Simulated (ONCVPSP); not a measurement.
# What one change does to a pseudopotential (ruthenium, ONCV)

Ru (Z = 44), optimised norm-conserving Vanderbilt (ONCV), made with ONCVPSP 4.0.1 (PBE, scalar-relativistic). Core [Ar] 3d10, reference 4s2 4p6 4d7 5s1. Waves: 4s+5s: rc 1.65 bohr, ncon 5, nbas 9, qcut 9.6 1/bohr, 2 projectors; 4p: rc 1.75 bohr, ncon 5, nbas 8, qcut 9.2 1/bohr, 3 projectors, debl 0.3 Ha; 4d: rc 1.75 bohr, ncon 4, nbas 9, qcut 9.8 1/bohr, 2 projectors, debl 0.4 Ha. Local part: polynomial inside 1.25 bohr (lpopt 2, dvloc0 6 Ha). Core correction: Teter function, fcfact 2.5, rcfact 1.45.

In the p channel the program set the typed energies aside and used -1.706, 0.250, 0.550 Ha.

All-electron outer shells of the reference configuration (PBE, scalar-relativistic, ld1.x):

| shell | level (eV) | outermost node (bohr) | outermost maximum (bohr) |
| --- | --- | --- | --- |
| 3d | -273.12 | – | 0.30 |
| 4s | -76.37 | 0.48 | 0.92 |
| 4p | -46.42 | 0.49 | 0.98 |
| 4d | -5.20 | 0.48 | 1.21 |
| 5s | -4.24 | 1.24 | 2.73 |

Change: d: debl 2.35.

Cutoffs: the cutoffs (Ha) at which the residual kinetic energy of the hardest occupied pseudo-wave falls to 1 and 0.1 mHa per electron; they do not see the model core or the augmentation charge, which bear on the density cutoff. Errors are all-electron minus pseudo energies relative to the spin-unpolarised reference configuration.

Task: Predict the effect on cutoff, ghosts and configuration errors.

Result: The potential gets neither clearly harder nor softer (30 Ha and 36 Ha → 30 Ha and 36 Ha); of the 4 tests that both files solve, the error grows in 0 and shrinks in 1 by more than 15 % and 0.3 meV (median size 1.9 → 1.8 meV); neither file shows a bound ghost.

| quantity | base | changed |
| --- | --- | --- |
| cutoff, loose | 30 Ha | 30 Ha |
| cutoff, tight | 36 Ha | 36 Ha |
| bound ghosts | none | none |
| GHOST(+) flags under 300 eV | none | none |
| error for 4s2 4p6 4d7 5s0, meV [ΔE 7.29 eV] | -1.6 | -1.6 |
| error for 4s2 4p6 4d6 5s0, meV [ΔE 25.48 eV] | -2.3 | -2.2 |
| error for 4s2 4p6 4d5 5s0, meV [ΔE 56.10 eV] | -2.5 | -2.1 |
| error for 4s2 4p6 4d6 5s2, meV [ΔE 1.70 eV] | +0.8 | +0.9 |
| s: phases at 1.67 bohr within 0.05 rad from the reference energy up to (Ha; the scan ends near 5) | to the end of the scan | to the end of the scan |
| p: phases at 1.77 bohr within 0.05 rad from the reference energy up to (Ha; the scan ends near 5) | to the end of the scan | to the end of the scan |
| d: phases at 1.77 bohr within 0.05 rad from the reference energy up to (Ha; the scan ends near 5) | to the end of the scan | to the end of the scan |
| rms error of d²Exc/dni dnj with the model core, mHa | 0.48 | 0.48 |
